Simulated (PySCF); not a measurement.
# Radial density of N²⁺ (nitrogen, charge +2)

UHF, [He] 2s1 2p2, 2s spin antiparallel (an excited configuration). Calculation: PySCF 2.14, in dyall-acv3z; no relativity, point nucleus.

```json
{"r (bohr)": "0.00309", "4πr²ρ (e/bohr)": "0.02328", "4πr²(ρα − ρβ)": "-0.0008"}
{"r (bohr)": "0.00520", "4πr²ρ (e/bohr)": "0.06398", "4πr²(ρα − ρβ)": "-0.0023"}
{"r (bohr)": "0.00875", "4πr²ρ (e/bohr)": "0.1722", "4πr²(ρα − ρβ)": "-0.0062"}
{"r (bohr)": "0.0147", "4πr²ρ (e/bohr)": "0.4484", "4πr²(ρα − ρβ)": "-0.0160"}
{"r (bohr)": "0.0248", "4πr²ρ (e/bohr)": "1.103", "4πr²(ρα − ρβ)": "-0.0392"}
{"r (bohr)": "0.0416", "4πr²ρ (e/bohr)": "2.468", "4πr²(ρα − ρβ)": "-0.0863"}
{"r (bohr)": "0.0700", "4πr²ρ (e/bohr)": "4.720", "4πr²(ρα − ρβ)": "-0.1554"}
{"r (bohr)": "0.118", "4πr²ρ (e/bohr)": "6.958", "4πr²(ρα − ρβ)": "-0.1800"}
{"r (bohr)": "0.198", "4πr²ρ (e/bohr)": "6.733", "4πr²(ρα − ρβ)": "0.0196"}
{"r (bohr)": "0.333", "4πr²ρ (e/bohr)": "3.611", "4πr²(ρα − ρβ)": "0.5202"}
{"r (bohr)": "0.561", "4πr²ρ (e/bohr)": "2.101", "4πr²(ρα − ρβ)": "0.8813"}
{"r (bohr)": "0.943", "4πr²ρ (e/bohr)": "2.530", "4πr²(ρα − ρβ)": "0.7064"}
{"r (bohr)": "1.59", "4πr²ρ (e/bohr)": "1.217", "4πr²(ρα − ρβ)": "0.3192"}
{"r (bohr)": "2.67", "4πr²ρ (e/bohr)": "0.1078", "4πr²(ρα − ρβ)": "0.0414"}
{"r (bohr)": "4.49", "4πr²ρ (e/bohr)": "0.0005722", "4πr²(ρα − ρβ)": "0.0003"}
```

With the s spin flipped the determinant is a mixture of two multiplicities, not a spectroscopic state.
